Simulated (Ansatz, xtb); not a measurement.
**C4H4FNO: which of two isomers lies lower**

Structure a is `Cc1cnc(F)o1`, a singlet and structure b is `Cc1ncc(F)o1`, a singlet. Both are isolated molecules in the gas phase, relaxed with B3LYP-D3(BJ)/def2-SVP.

a (Å):

```tsv
atom	x (Å)	y (Å)	z (Å)
C	-1.1056	0.4343	-0.2606
C	-0.7408	-0.7207	0.5929
C	0.4162	-1.3481	0.9425
C	-1.1344	-2.3661	1.9179
F	-1.9042	-3.1523	2.6204
N	0.1400	-2.4121	1.8019
O	-1.7636	-1.3980	1.2409
H	-1.7820	0.1345	-1.0780
H	-0.1964	0.8634	-0.7039
H	-1.6130	1.2218	0.3208
H	1.4318	-1.1075	0.6346
```

b (Å):

```xyz
11

C    -0.6982    0.9707    0.6146
C    -0.8289   -0.4992    0.7702
C    -1.3795   -2.5197    1.2319
C    -0.2503   -2.5489    0.4798
F     0.5097   -3.5098    0.0174
N    -1.7272   -1.1839    1.4016
O     0.1237   -1.2915    0.1715
H    -1.5290    1.4521    1.1449
H     0.2550    1.3323    1.0327
H    -0.7295    1.2632   -0.4473
H    -1.9480   -3.3460    1.6499
```

Quicker runs give these differences E(b) − E(a): GFN2-xTB +7.3 kJ/mol; HF/STO-3G +2.3 kJ/mol (at GFN2-xTB geometries); r2SCAN-D4/def2-SVP +11.6 kJ/mol (at GFN2-xTB geometries).

Estimate E(b) − E(a) at the level CCSD(T)/def2-SVP + ΔMP2/def2-TZVPP.

Calculated at CCSD(T)/def2-SVP + ΔMP2/def2-TZVPP: E(b) − E(a) = +10.9 kJ/mol, so structure a lies lower.

The same difference at several levels:

| level | geometry | E(b) − E(a) (kJ/mol) | departure from the last row (kJ/mol) | job, with rough time for the two |
| --- | --- | --- | --- | --- |
| GFN2-xTB | GFN2-xTB | +7.3 | −3.6 | optimisation, 0.18 s |
| HF/STO-3G | GFN2-xTB | +2.3 | −8.6 | single point, 0.69 s |
| r2SCAN-D4/def2-SVP | GFN2-xTB | +11.6 | +0.7 | single point, 4.4 s |
| B3LYP-D3(BJ)/def2-SVP | B3LYP-D3(BJ)/def2-SVP | +10.5 | −0.4 | optimisation, 41 s |
| HF/def2-SVP | B3LYP-D3(BJ)/def2-SVP | +16.9 | +6.0 | part of the CCSD(T) run |
| MP2/def2-SVP | B3LYP-D3(BJ)/def2-SVP | +13.7 | +2.8 | part of the CCSD(T) run |
| CCSD(T)/def2-SVP | B3LYP-D3(BJ)/def2-SVP | +13.3 | +2.4 | single point |
| CCSD(T)/def2-SVP + ΔMP2/def2-TZVPP | B3LYP-D3(BJ)/def2-SVP | +10.9 |  | single point, 57 s |

As drawn, both hold the same kinds of bond in the same numbers.

The levels shown agree on the order. The largest departure from CCSD(T)/def2-SVP + ΔMP2/def2-TZVPP is that of HF/STO-3G, 8.6 kJ/mol. The last row adds to CCSD(T) the change of the MP2 difference between the two basis sets, here −2.4 kJ/mol.

With thermal terms from frequencies at re-optimised GFN2-xTB minima (ideal gas, soft modes damped towards free rotors, one conformer each, 298.15 K, 1 atm): the zero-point term adds −0.8 kJ/mol; ΔH is +10.2 and ΔG +9.8 kJ/mol.

The correlated steps freeze 7 core orbitals. Run with Ansatz 0.2.0, xtb 6.7.1; the last row on 2 threads of Intel(R) Xeon(R) Processor @ 2.70GHz on a shared host.
